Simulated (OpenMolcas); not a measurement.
## Cr3+ in Cs2GeF6

Cr3+ with its 6 nearest fluoride ions at 1.883 Å, on the Ge site of Cs2GeF6 (a = 9.021 Å, distance in the model lattice 1.804 Å). The rest of the host is ab initio model potentials to 7.6 Å and point charges beyond; the distance is set by hand and nothing relaxes, and no local charge compensation is placed. Ligand basis ANO-RCC-VDZP.

* Program: OpenMolcas
* Method: CASSCF
* Basis: ANO-RCC-VTZP [6s5p3d2f1g]
* Scalar Hamiltonian: DKH2, point nucleus
* Active space: 3 electrons in 5 orbitals (3d)
* State averaging: 2S+1 = 4 even, 10 roots; 2S+1 = 2 even, 40 roots
* Spin-orbit coupling: state interaction with AMFI integrals over the reference wave functions

The lowest spin-free states (labels of O, the rotations of Oh), above the lowest:

```json
{"State": "4A2", "Degeneracy": "1", "E (cm-1)": "0.0"}
{"State": "4T2", "Degeneracy": "3", "E (cm-1)": "16090"}
{"State": "2E", "Degeneracy": "2", "E (cm-1)": "19483"}
{"State": "2T1", "Degeneracy": "3", "E (cm-1)": "20472"}
{"State": "4T1", "Degeneracy": "3", "E (cm-1)": "25017"}
{"State": "2T2", "Degeneracy": "3", "E (cm-1)": "27994"}
{"State": "2A1", "Degeneracy": "1", "E (cm-1)": "32343"}
{"State": "2T2", "Degeneracy": "3", "E (cm-1)": "35391"}
{"State": "2T1", "Degeneracy": "3", "E (cm-1)": "36309"}
{"State": "2E", "Degeneracy": "2", "E (cm-1)": "38505"}
{"State": "4T1", "Degeneracy": "3", "E (cm-1)": "39332"}
{"State": "2T1", "Degeneracy": "3", "E (cm-1)": "42657"}
{"State": "2T2", "Degeneracy": "3", "E (cm-1)": "50139"}
{"State": "2T1", "Degeneracy": "3", "E (cm-1)": "51819"}
{"State": "2A2", "Degeneracy": "1", "E (cm-1)": "53273"}
{"State": "2T2", "Degeneracy": "3", "E (cm-1)": "55834"}
{"State": "2E", "Degeneracy": "2", "E (cm-1)": "60409"}
{"State": "2T1", "Degeneracy": "3", "E (cm-1)": "63238"}
{"State": "2E", "Degeneracy": "2", "E (cm-1)": "81784"}
{"State": "2T2", "Degeneracy": "3", "E (cm-1)": "84249"}
```

The lowest levels with spin-orbit coupling:

```csv
E (cm-1),Degeneracy,Label,2S+1,g
0.0,4,Γ8,4,
15984,2,Γ7,4,2.95 2.95 2.95
16045,4,Γ8,4,
16128,4,Γ8,4,
16159,2,Γ6,4,2.37 2.37 2.37
19509,4,Γ8,2,
20430,4,Γ8,2,
20545,2,Γ6,2,0.59 0.59 0.59
24892,2,Γ7,4,1.47 1.47 1.47
24916,4,Γ8,4,
25117,4,Γ8,4,
25198,2,Γ6,4,3.81 3.81 3.81
27979,4,Γ8,2,
28133,2,Γ7,2,1.65 1.65 1.65
32367,2,Γ6,2,2.14 2.14 2.14
35359,2,Γ7,2,0.22 0.22 0.22
35415,4,Γ8,2,
36144,2,Γ6,2,0.45 0.45 0.45
36379,4,Γ8,2,
38475,4,Γ8,2,
```

Powder χT (cm3 K/mol): 1.81 at 2 K, 1.81 at 10 K, 1.81 at 50 K, 1.82 at 100 K, 1.83 at 200 K, 1.84 at 300 K. The effective moment at 300 K is 2.828 √(χT) = 3.83 μB.

The lowest level has 2S+1 = 4, for which the spin-only value is χT = S(S+1) / 2 = 1.875 cm3 K/mol (g = 2). The computed 1.838 at 300 K differs by -0.037, through orbital momentum, spin-orbit coupling and any other state in reach.

Metal share of the active 3d orbitals (Löwdin): 89, 89, 96, 96, 96 %; Mulliken charge of the metal 1.99.

A least-squares ligand-field fit to the states below 45000 cm-1, each weighted by its degeneracy and with a free common offset, gives 10Dq = 15999 cm-1, B = 1068 cm-1 and C = 3958 cm-1 (C/B = 3.71), with an rms deviation of 49 cm-1.

The same method and metal basis give the free ion B = 1155 cm-1 (fit to its terms below 60000 cm-1, rms deviation 48 cm-1), so the nephelauxetic ratio is β = 1068 / 1155 = 0.92; it hangs on how both fits weigh the states, and computed free-ion B values tend to be too large, so β mixes covalency with correlation.

Without dynamic correlation the repulsion within the d shell is too large (B by tens of per cent), so at a given field states of lower spin stand too high. Ligand-to-metal charge-transfer states are missing. With no ligand orbital active B as a rule stays too high, so bands that hang on it stand too high and its fall with covalency is understated. With metal d orbitals alone and no dynamic correlation 10Dq can be off by a tenth to a fifth, either way, in oxide and fluoride hosts. No measured value stands beside these numbers; the geometry was set by hand and not optimised.
